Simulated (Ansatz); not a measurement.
One change: `N/C=[CH]/[SnH3]` becomes `N/C=C/[CH2][AlH2]`.

Ansatz, PBE0-D4/def2-TZVP geometries, multiplicity 1. Each molecule was computed in one conformer, which needn't be the lowest.

Elements past krypton have def2 core potentials.

```tsv
property	`N/C=[CH]/[SnH3]`
HOMO energy (PBE/def2-TZVPP) / eV	-5.08
size of the dipole moment (B3LYP/def2-TZVPP) / D	2.74
HOMO energy (ωB97M-V/def2-TZVPP) / eV	-8.36
LUMO energy (ωB97M-V/def2-TZVPP) / eV	1.81
HOMO energy (PBE0/def2-TZVPP) / eV	-6.19
HOMO–LUMO gap (B3LYP/def2-TZVPP) / eV	6.20
```

(1) Give the same properties after the change, and the shifts. (An estimate is asked.)

Results:

(1) The calculation gave: 
```
                                        property  `N/C=C/[CH2][AlH2]`  shift
               HOMO energy (PBE/def2-TZVPP) / eV                -4.83   0.25
size of the dipole moment (B3LYP/def2-TZVPP) / D                 2.38  -0.36
           HOMO energy (ωB97M-V/def2-TZVPP) / eV                -7.91   0.45
           LUMO energy (ωB97M-V/def2-TZVPP) / eV                 1.26  -0.55
              HOMO energy (PBE0/def2-TZVPP) / eV                -5.85   0.34
           HOMO–LUMO gap (B3LYP/def2-TZVPP) / eV                 5.15  -1.05
```

With PBE0 the HOMO rises by 0.34 eV and the LUMO falls by 0.80 eV, so the gap narrows by about 1.14 eV. PBE moves the HOMO by 0.25 eV and ωB97M-V by 0.45 eV. Dipoles are sizes alone; their direction can turn.

B3LYP here is the variant with VWN-RPA as its local correlation; programs differ in this.
